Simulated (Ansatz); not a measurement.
Cost and result for the atomization energy of Cl2GaH3OSi (`[SiH3][O][Ga]([Cl])[Cl]`) (8 atoms, 7 bonds).

Charge 0, multiplicity 1. Correlated methods include outer-core shells of Ga, which these sets cover unevenly. Scalar relativity is left out up to krypton. The structure was optimised at the PBE0-D4/def2-TZVP level. It is one conformer, not always the lowest. Program: Ansatz. All runs use 4 threads of an Arm Neoverse V1 on a shared host. Times are those of one run each, without the atoms' runs, and a repeat can differ threefold. Electronic energies, without spin–orbit coupling; frozen cores. CCSD(T)/CBS adds CCSD(T) − MP2 in def2-TZVPP to the MP2 limit, and its time is that of the two runs behind it. T1 = 0.012. With those shells the extrapolation isn't a true limit. B3LYP takes the VWN-RPA correlation (the form of Gaussian; ORCA's B3LYP/G).

CCSD(T)/CBS is a level of theory with its own doubt, some kJ/mol a heavy atom from the limit and from the frozen cores, so smaller differences don't rank the functionals.

```tsv
level	functions	wall time
revPBE-D4/def2-TZVPP	247	2.6 s
PBE0-D4/def2-TZVPP	247	4.5 s
BHLYP-D4/def2-TZVPP	247	4.8 s
CAM-B3LYP-D4/def2-TZVPP	247	5.5 s
r2SCAN-D4/def2-TZVPP (with forces)	247	6.5 s
B3LYP-D4/def2-TZVPP (with forces)	247	7 s
PBE-QIDH/def2-TZVPP	247	7 s
CCSD(T)/def2-SVP	115	7.5 s
B97M-V/def2-TZVPP	247	11 s
ωB97X-V/def2-TZVPP	247	11 s
MP2/def2-QZVPP	446	24 s
CCSD(T)/def2-TZVPP	247	3.6 min
CCSD(T)/CBS(def2)	–	4 min
```

(1) What atomization energy does each give, and how far from CCSD(T)/CBS? (An estimate is asked.)

## Answers

(1) Ansatz gave: 
```csv
level,atomization (kcal/mol),difference from CCSD(T)/CBS,per bond
revPBE-D4/def2-TZVPP,589.4,-22.5,-3.2
PBE0-D4/def2-TZVPP,599.5,-12.4,-1.8
BHLYP-D4/def2-TZVPP,588.0,-23.9,-3.4
CAM-B3LYP-D4/def2-TZVPP,604.1,-7.8,-1.1
r2SCAN-D4/def2-TZVPP (with forces),611.5,-0.4,-0.1
B3LYP-D4/def2-TZVPP (with forces),597.5,-14.4,-2.1
PBE-QIDH/def2-TZVPP,605.9,-6.0,-0.9
CCSD(T)/def2-SVP,566.9,-45.0,-6.4
B97M-V/def2-TZVPP,612.4,0.5,0.1
ωB97X-V/def2-TZVPP,612.8,0.9,0.1
MP2/def2-QZVPP,623.0,11.1,1.6
CCSD(T)/def2-TZVPP,596.4,-15.5,-2.2
CCSD(T)/CBS(def2),611.9,0.0,0.0
```

From r2SCAN to r2SCAN0 (25 % exact exchange), in def2-TZVPP and without D4, the atomization energy moves by −10.4 kcal/mol: exact exchange takes away binding that semilocal exchange gives to molecules. In def2-TZVPP, CCSD(T) changes the Hartree–Fock value by +143.2 kcal/mol (the triples alone add +9.9 kcal/mol) and MP2 by +160.4 kcal/mol; breaking electron pairs costs correlation energy, which Hartree–Fock lacks. The D4 term adds +9.1 kcal/mol with B3LYP and +4.8 kcal/mol with PBE0; it sums over pairs of atoms, weighted by their polarisabilities, and B3LYP, whose exchange is more repulsive, gets the larger term.
